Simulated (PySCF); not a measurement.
**Substituent effects on chemical shifts**

Parent skeleton `[CH2:1]1[CH2:2][SiH2:3][CH2:4]1`; one hydrogen on atom 1 is replaced by X. Hydrogens on one atom are averaged.

- geometry: GFN2-xTB
- σ from GIAO-PBE0/pcSseg-1
- code: PySCF 2.14.0 with density-fitted response routines
- a single conformation, isolated molecule, relativity neglected, one averaged value for each set of equivalent atoms

Shifts are taken against calculated references (same method and geometry level): TMS for ¹³C and ²⁹Si and ¹H.

Parent (X = H): C1 22.6, C2/C4 10.0, Si3 -30.8, H(C1) 2.39, H(C2)/H(C4) 1.55, H(Si3) 4.88 ppm. Effects are Δδ = δ(X) − δ(H), positive for deshielding.

Known members:
```tsv
X	C1	C2/C4	Si3	H(C1)	H(C2)/H(C4)	H(Si3)
CN	-2.4	+7.2	-6.7	+0.68	+0.39	-0.08
NHCOCH3	+20.1	+13.5	-29.3	+2.56	+0.09	-0.50
OSiH3	+48.4	+13.4	-31.7	+2.01	+0.31	-0.45
C(S)CH3	+28.5	+9.7	-17.0	+1.54	+0.42	-0.25
SO3H	+42.6	+4.7	+2.3	+1.40	+0.30	+0.18
```

Four more derivatives gave (Δδ, ppm):
```csv
compound,C1,C2/C4,Si3,H(C1),H(C2)/H(C4),H(Si3)
1,+22.7,+9.4,-6.0,+1.66,+0.30,+0.16
2,+11.5,+7.6,-16.8,+0.35,-0.06,-0.19
3,+32.2,+13.3,-26.6,+1.15,+0.32,-0.36
4,+13.9,+0.0,-11.7,+0.79,+0.16,-0.15
```

Problem. Their substituents are 2-pyridyl, C2F5, CH2CN, N(SiH3)2. Which is which?

Solution. 1: X = 2-pyridyl (c1ccc(C2C[SiH2]C2)nc1); 2: X = CH2CN (N#CCC1C[SiH2]C1); 3: X = N(SiH3)2 ([SiH3]N([SiH3])C1C[SiH2]C1); 4: X = C2F5 (FC(F)(F)C(F)(F)C1C[SiH2]C1).
